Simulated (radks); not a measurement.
Results of a calculation; reference values are marked as such.
The table gives one normalised radial function P(r) = r R(r) of I3+ in [Kr] 4d10 5s2 5p2 (r in bohr). Code: a radial shooting solver on a logarithmic mesh with Libxc functionals. Model: scalar-relativistic Kohn-Sham, PBE, spin-unpolarised, spherical densities, point nucleus.

r,P
0.002207,0.0112
0.002528,0.0142
0.00292,0.0183
0.003345,0.0233
0.003864,0.0299
0.004462,0.0385
0.005112,0.0487
0.005904,0.0624
0.006764,0.0787
0.007812,0.1003
0.009021,0.1274
0.01034,0.1592
0.01194,0.2004
0.01368,0.2478
0.01579,0.3081
0.01824,0.3798
0.0209,0.4585
0.02413,0.5532
0.02765,0.6521
0.03193,0.7636
0.03688,0.8765
0.04225,0.9764
0.04879,1.0635
0.0559,1.1145
0.06456,1.1179
0.07456,1.0502
0.08542,0.9055
0.09865,0.6557
0.1139,0.3060
0.1305,-0.1027
0.1507,-0.5871
0.1727,-1.0494
0.1995,-1.4854
0.2304,-1.8054
0.2639,-1.9572
0.3048,-1.9385
0.3492,-1.7633
0.4033,-1.4557
0.4657,-1.0894
0.5336,-0.7531
0.6162,-0.4564
0.706,-0.2535
0.8153,-0.1189
0.9416,-0.0478
1.079,-0.0173
1.246,-0.0049
1.427,-0.0012
1.648,-0.0002
1.904,0.0000
2.181,0.0000
2.519,0.0000
2.886,0.0000
3.333,0.0000
3.849,0.0000
4.41,0.0000
5.093,0.0000
5.835,0.0000
6.739,0.0000

Which n and l does it have? It may be an empty orbital.

Answer. n = 3, l = 1: the number of nodes gives n - l - 1 = 1, the rise at small r (about r^(l+1), flatter next to the nucleus through relativity) gives l, and the extent must fit the shell. The curve is that of 3p. 3p: eigenvalue -891.94 eV, 1 radial node at r = 0.126 bohr, <r> = 0.312 bohr, 90 % of the charge inside 0.468 bohr.
